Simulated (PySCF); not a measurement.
PySCF input (B3PW91/6-31G* (5d)):

```python
from pyscf import gto, dft

mol = gto.M(
    atom='''
    C    -2.42378400    0.00527500    0.16041100
    C    -1.07798600    0.30311100    0.19688400
    C     0.02692800   -0.53967800    0.33311300
    Cl    1.62681300    0.10845800   -0.28493400
    H    -3.16491000    0.78839500    0.26682200
    H    -2.78352000   -1.01914500    0.18236000
    H    -0.82792600    1.36565500    0.17773600
    H    -0.03040700   -1.59094200    0.07451700
    ''',
    basis='6-31g*',
    charge=-1,
    spin=0,
    verbose=4,
)

mf = dft.RKS(mol, xc='b3pw91')
mf.grids.level = 3
mf.conv_tol = 1e-9
mf.max_cycle = 100
mf.max_memory = 1500
mf.kernel()
if not mf.converged:
    mf = mf.newton()
    mf.kernel(mf.make_rdm1())
mf.dip_moment()
```

Output:

```
PySCF version 2.14.0

[INPUT] verbose = 4
[INPUT] num. atoms = 8
[INPUT] num. electrons = 40
[INPUT] charge = -1
[INPUT] spin (= nelec alpha-beta = 2S) = 0
[INPUT] symmetry False subgroup None
[INPUT] Mole.unit = angstrom
[INPUT] Symbol           X                Y                Z      unit          X                Y                Z       unit  Magmom
[INPUT]  1 C     -2.423784000000   0.005275000000   0.160411000000 AA   -4.580287945103   0.009968305307   0.303132857368 Bohr   0.0
[INPUT]  2 C     -1.077986000000   0.303111000000   0.196884000000 AA   -2.037098306115   0.572796775343   0.372056838309 Bohr   0.0
[INPUT]  3 C      0.026928000000  -0.539678000000   0.333113000000 AA    0.050886545082  -1.019843615453   0.629492338532 Bohr   0.0
[INPUT]  4 Cl     1.626813000000   0.108458000000  -0.284934000000 AA    3.074231025882   0.204955916018  -0.538447223577 Bohr   0.0
[INPUT]  5 H     -3.164910000000   0.788395000000   0.266822000000 AA   -5.980813108897   1.489850627976   0.504220504009 Bohr   0.0
[INPUT]  6 H     -2.783520000000  -1.019145000000   0.182360000000 AA   -5.260090462249  -1.925904931220   0.344610456076 Bohr   0.0
[INPUT]  7 H     -0.827926000000   1.365655000000   0.177736000000 AA   -1.564553391407   2.580713930643   0.335872362476 Bohr   0.0
[INPUT]  8 H     -0.030407000000  -1.590942000000   0.074517000000 AA   -0.057460902270  -3.006444660068   0.140816721624 Bohr   0.0

nuclear repulsion = 131.528436633575
number of shells = 34
number of NR pGTOs = 148
number of NR cGTOs = 68
basis = 6-31g*
ecp = {}

******** <class 'pyscf.dft.rks.RKS'> ********
method = RKS
initial guess = minao
damping factor = 0
level_shift factor = 0
DIIS = <class 'pyscf.scf.diis.CDIIS'>
diis_start_cycle = 1
diis_space = 8
diis_damp = 0
SCF conv_tol = 1e-09
SCF conv_tol_grad = None
SCF max_cycles = 100
direct_scf = True
direct_scf_tol = 1e-13
XC library pyscf.dft.libxc version 7.1.2
    S. Lehtola, C. Steigemann, M. J. T. Oliveira, and M. A. L. Marques,  SoftwareX 7, 1–5 (2018)
XC functionals = b3pw91
    A. D. Becke,  J. Chem. Phys. 98, 5648 (1993)
radial grids:
    Treutler-Ahlrichs [JCP 102, 346 (1995); DOI:10.1063/1.469408] (M4) radial grids

becke partition: Becke, JCP 88, 2547 (1988); DOI:10.1063/1.454033
pruning grids: <function nwchem_prune>
grids dens level: 3
symmetrized grids: False
atomic radii adjust function: <function treutler_atomic_radii_adjust>
small_rho_cutoff = 0
Set gradient conv threshold to 3.16228e-05
Initial guess from minao.
tot grids = 100472
init E= -576.967553640195
  HOMO = -0.200834640106692  LUMO = -0.0647856068831141  gap/eV = 3.70208
cycle= 1 E= -576.683602664551  delta_E= 0.284  |g|=  0.5  |ddm|= 2.71
  HOMO = 0.151507903575193  LUMO = 0.289333216380595  gap/eV = 3.75042
cycle= 2 E= -576.674458728668  delta_E= 0.00914  |g|= 0.546  |ddm|= 1.48
  HOMO = 0.0690086938714241  LUMO = 0.237359371031977  gap/eV = 4.58106
cycle= 3 E= -576.758064498625  delta_E= -0.0836  |g|= 0.0974  |ddm|= 0.802
  HOMO = 0.0631841631163135  LUMO = 0.226542193947474  gap/eV = 4.44520
cycle= 4 E= -576.760809228415  delta_E= -0.00274  |g|= 0.0374  |ddm|= 0.181
  HOMO = 0.0647837692962452  LUMO = 0.229072735505355  gap/eV = 4.47053
cycle= 5 E= -576.76115352159  delta_E= -0.000344  |g|= 0.0139  |ddm|= 0.054
  HOMO = 0.0638101840550971  LUMO = 0.228857832969406  gap/eV = 4.49118
cycle= 6 E= -576.761208049438  delta_E= -5.45e-05  |g|= 0.00208  |ddm|= 0.0191
  HOMO = 0.0637461499285377  LUMO = 0.228826090300418  gap/eV = 4.49205
cycle= 7 E= -576.761209110063  delta_E= -1.06e-06  |g|= 0.000744  |ddm|= 0.00278
  HOMO = 0.0637790780625691  LUMO = 0.228820858458296  gap/eV = 4.49102
cycle= 8 E= -576.761209245194  delta_E= -1.35e-07  |g|= 0.000154  |ddm|= 0.000854
  HOMO = 0.0637774166281946  LUMO = 0.228829329507933  gap/eV = 4.49129
cycle= 9 E= -576.761209252537  delta_E= -7.34e-09  |g|= 3.25e-05  |ddm|= 0.000268
  HOMO = 0.0637777177385761  LUMO = 0.228829909491386  gap/eV = 4.49130
cycle= 10 E= -576.761209252914  delta_E= -3.77e-10  |g|= 4.58e-06  |ddm|= 8.82e-05
  HOMO = 0.0637786157633373  LUMO = 0.228830427539911  gap/eV = 4.49129
Extra cycle  E= -576.761209252925  delta_E= -1.14e-11  |g|= 3.47e-06  |ddm|= 2.07e-05
converged SCF energy = -576.761209252925

WARN: System has nonzero charge -1; the dipole moment is origin-dependent.
Location of origin: [0. 0. 0.]

Dipole moment(X, Y, Z, Debye):  1.46678,  0.29583, -0.73165
```

The dipole moment of an ion depends on the origin.

The geometry given is a B3LYP-D3(BJ)/def2-TZVP minimum.
